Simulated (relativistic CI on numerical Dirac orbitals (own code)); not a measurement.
**Crystal-field levels of Ni4+, 3d6**

Calculated by Dirac-Coulomb-Breit CI, orbitals from a KLI potential per configuration, model QED, valence Slater integrals scaled by 0.7, one configuration in a parametric crystal field (own radial code).

Field parameters in Wybourne normalisation: D4h B²₀ = −7Ds, B⁴₀ = 21(Dq − Dt), B⁴₄ = 21√(5/14) Dq. The field is a parameter set, without covalency.

S is read from ⟨S²⟩ = S(S + 1).

Levels (cm⁻¹, degeneracy): 0 (1), 13245 (1), 13253 (1), 13276 (1), 13342 (2), 13394 (1), 14621 (1), 14776 (2), 15154 (1), 15168 (1), 19292 (1), 19422 (2).

(1) Which field gives this pattern?
A. D4h, 10Dq = 31400, Ds = 1770, Dt = 770 cm⁻¹
B. D4h, 10Dq = 31400, Ds = 3000, Dt = 770 cm⁻¹
C. D4h, 10Dq = 31400, Ds = -1090, Dt = 770 cm⁻¹
D. D4h, 10Dq = 31400, Ds = 950, Dt = 770 cm⁻¹

Results:

(1) C. D4h, 10Dq = 31400, Ds = -1090, Dt = 770 cm⁻¹, ground level with S = 0.03.
